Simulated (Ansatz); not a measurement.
MgSnH₃ (SMILES [MgH][SnH2+]) (charge +1), singlet: a trajectory.

The input file, in.yaml:

```yaml
crystal:
  periodic: [false, false, false]
  atoms:
    - {symbol: Mg, position_ang: [0.707630, -1.483130, 0.961170]}
    - {symbol: Sn, position_ang: [-0.353870, 0.745190, -0.547950]}
    - {symbol: H, position_ang: [1.258780, -2.660310, 1.877010]}
    - {symbol: H, position_ang: [-1.784110, 1.010220, -1.503810]}
    - {symbol: H, position_ang: [0.171560, 2.388020, -0.786410]}
basis:
  gaussian: {orbitals: 6-31G}
total_charge: 1
hamiltonian: {xc: pbe0, dispersion: d4}
md: {n_steps: 40, timestep: 0.5, temperature: 500, ensemble: nvt_langevin, seed: 602, friction: 0.002, initial_velocities: maxwell_boltzmann}
```

Run by:

```bash
ansatz run in.yaml --threads 2 --pin off --events-out ev --progress --plain --max-ram 3481MiB
```

The run's output (Ansatz 0.2.0):

```
Functional definition: PBE0
  name "PBE0"
  cite "Adamo & Barone, J. Chem. Phys. 110, 6158 (1999) doi:10.1063/1.478522"
  cite "Perdew, Burke & Ernzerhof, Phys. Rev. Lett. 77, 3865 (1996) doi:10.1103/PhysRevLett.77.3865"
  parent pbe
  parameter a = 0.25
  parameter kappa = 0.804
  parameter beta = 0.06672455060314922
  exchange = (1 - a)*pbe_x(kappa = kappa, mu = beta*pi^2/3) + a*exact_x
  correlation = pbe_c(beta = beta)
Error: . the basis set 6-31G has no functions for Sn
```

The run took about 0.05 s on 2 CPU threads of an Arm Neoverse V1 (shared host).


The program refused the input.